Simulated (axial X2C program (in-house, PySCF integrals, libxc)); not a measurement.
Density and ELF of GaN

All values were computed with an axial X2C code built on PySCF integrals. Two-component (2c) means X2C with spin–orbit coupling and atomic mean-field two-electron Coulomb and Gaunt terms. Basis: Ga dyall-cv3z [9s9p7d4f1g], N dyall-av3z [7s7p3d2f] (cores contracted in-house); Gaussian nuclei, density fitting, unrestricted open shells. Masses: Ga 68.926 u, N 14.003 u.

PBE0, 2c, state Ω = 1 (⟨Sz⟩ = 1.00, ⟨Lz⟩ = 0.00 at PBE0); Ga at z = 0, N at z = 2.004 Å.

The maps cover the half plane through the axis: z from -2.4 to 4.2 Å along the bond, ρ from 0.15 to 2.25 Å away from it.

log10 of the density in e/bohr³:

```
 ρ\z  -2.4  -1.8  -1.2  -0.6   0.0   0.6   1.2   1.8   2.4   3.0   3.6   4.2
0.15  -3.0  -2.2  -1.5  -0.4   1.4  -0.4  -0.8  -0.1  -0.3  -1.3  -2.4  -3.3
0.45  -3.0  -2.3  -1.6  -0.8   0.2  -0.8  -1.0  -0.5  -0.6  -1.5  -2.5  -3.4
0.75  -3.1  -2.4  -1.8  -1.2  -0.8  -1.3  -1.4  -1.0  -1.1  -1.8  -2.7  -3.5
1.05  -3.3  -2.6  -2.0  -1.6  -1.5  -1.7  -1.8  -1.6  -1.7  -2.2  -2.9  -3.7
1.35  -3.5  -2.8  -2.3  -2.0  -1.9  -2.1  -2.2  -2.1  -2.2  -2.6  -3.3  -4.0
1.65  -3.7  -3.1  -2.7  -2.4  -2.4  -2.6  -2.7  -2.6  -2.7  -3.1  -3.6  -4.2
1.95  -3.9  -3.4  -3.0  -2.8  -2.8  -3.0  -3.1  -3.1  -3.2  -3.5  -4.0  -4.5
2.25  -4.2  -3.7  -3.4  -3.2  -3.2  -3.4  -3.5  -3.6  -3.7  -3.9  -4.3  -4.8
```

Electron localisation function (collinear form, no current term, damped to 0 at low density):

```
 ρ\z  -2.4  -1.8  -1.2  -0.6   0.0   0.6   1.2   1.8   2.4   3.0   3.6   4.2
0.15  0.83  0.97  0.79  0.33  0.29  0.29  0.85  0.10  0.84  0.93  0.71  0.14
0.45  0.78  0.97  0.83  0.21  0.68  0.17  0.77  0.76  0.91  0.90  0.65  0.10
0.75  0.66  0.96  0.90  0.29  0.20  0.16  0.60  0.78  0.86  0.81  0.53  0.05
1.05  0.42  0.94  0.93  0.57  0.24  0.20  0.38  0.61  0.72  0.63  0.33  0.02
1.35  0.17  0.87  0.93  0.77  0.42  0.18  0.18  0.36  0.46  0.38  0.13  0.00
1.65  0.04  0.64  0.88  0.80  0.48  0.12  0.08  0.15  0.21  0.15  0.03  0.00
1.95  0.01  0.21  0.68  0.67  0.34  0.06  0.03  0.05  0.07  0.03  0.00  0.00
2.25  0.00  0.03  0.24  0.34  0.15  0.02  0.01  0.01  0.01  0.00  0.00  0.00
```

Axial spin density in 10⁻³ e/bohr³:

```
 ρ\z  -2.4  -1.8  -1.2  -0.6   0.0   0.6   1.2    1.8   2.4   3.0   3.6   4.2
0.15  -0.1  -0.5  -1.4  -0.3   1.4  -1.2  -2.1  129.5  25.8  -2.3  -0.4  -0.1
0.45  -0.1  -0.4  -1.1  -0.3  -0.1  -0.6   7.5  140.6  54.6   0.3  -0.3  -0.1
0.75  -0.1  -0.3  -0.7  -0.2   0.8   1.2   9.0   51.9  27.3   1.5  -0.1   0.0
1.05  -0.1  -0.2  -0.4   0.0   0.9   1.6   5.5   16.5  10.0   1.2   0.0   0.0
1.35   0.0  -0.1  -0.2   0.0   0.6   1.1   2.6    5.3   3.4   0.7   0.0   0.0
1.65   0.0  -0.1  -0.1   0.0   0.3   0.6   1.1    1.8   1.2   0.3   0.0   0.0
1.95   0.0   0.0   0.0   0.0   0.1   0.3   0.5    0.6   0.4   0.1   0.0   0.0
2.25   0.0   0.0   0.0   0.0   0.1   0.1   0.2    0.2   0.1   0.1   0.0   0.0
```

The state is a single determinant with fixed occupations, the lowest that a limited PBE0 search found. Density functionals use the spin component along the axis (collinear). PBE0 can misorder states that lie within some tenths of an eV, so this need not be the ground state of the molecule. The nearest other 2c determinant of the search, Ω = 2, lies 0.38 eV up at the distance of the search. With several unpaired electrons one determinant need not be a pure state. Open-shell Ω = 0 determinants with evenly filled partner blocks cannot be reached by this program, so the Ω shown need not be the lowest component. This is the Ω = 1 component of a π² triplet; the 0⁺ component is not one determinant and can lie lowest.
